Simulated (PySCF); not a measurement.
## A survey of ¹⁹F NMR shifts

One computed conformer, no relativistic terms, fast rotation and ring inversion assumed for equivalent nuclei, in vacuum. Coordinates at the GFN2-xTB level; shieldings: GIAO PBE0/pcSseg-1; PySCF.

Shieldings were converted by a linear fit to measured shifts: ¹⁹F (scatter 6.0 ppm rms, 7.0 ppm with the 5 outliers that the fit left out vs CFCl3, solution or neat liquid, with a term for F on sp3 carbon). A few per cent of atoms miss by over 2 rms, more outside the fitted compound classes.

(1) Give the ¹⁹F shifts of `C=C(F)CF`, `FC(F)[C@H]1CCC(=S)CS1`, `Oc1cc(F)cc(C(F)F)c1`.

(2) Match the shifts -61.7, -78.0, -153.0, -286.7 ppm to `CC#C/C=C/C(=O)C(F)(F)F`, `C=C(C)C(F)=C=O`, `CCC(C)(C)n1nncc1F`, `COc1cnc(F)nc1`.

Results:

(1) 
```json
{"compound": "[CH2:1]=[C:2]([F:3])[CH2:4][F:5]", "environment": "F3: vinylic fluorine", "δ (ppm)": "-112.8"}
{"compound": "[CH2:1]=[C:2]([F:3])[CH2:4][F:5]", "environment": "F5: fluorine on an sp3 carbon", "δ (ppm)": "-233.2"}
{"compound": "[F:1][CH:2]([F:3])[C@H:4]1[CH2:5][CH2:6][C:7](=[S:8])[CH2:9][S:10]1", "environment": "F1: fluorine of a CF2 group", "δ (ppm)": "-103.6"}
{"compound": "[F:1][CH:2]([F:3])[C@H:4]1[CH2:5][CH2:6][C:7](=[S:8])[CH2:9][S:10]1", "environment": "F3: fluorine of a CF2 group", "δ (ppm)": "-126.7"}
{"compound": "[OH:1][c:2]1[cH:3][c:4]([F:5])[cH:6][c:7]([CH:8]([F:9])[F:10])[cH:11]1", "environment": "F9/10: fluorine of a CF2 group (×2)", "δ (ppm)": "-99.9"}
{"compound": "[OH:1][c:2]1[cH:3][c:4]([F:5])[cH:6][c:7]([CH:8]([F:9])[F:10])[cH:11]1", "environment": "F5: aryl fluorine", "δ (ppm)": "-111.3"}
```

(2) -61.7: COc1cnc(F)nc1 (aryl fluorine); -78.0: CC#C/C=C/C(=O)C(F)(F)F (fluorine of a CF3 group); -153.0: CCC(C)(C)n1nncc1F (aryl fluorine); -286.7: C=C(C)C(F)=C=O (vinylic fluorine).
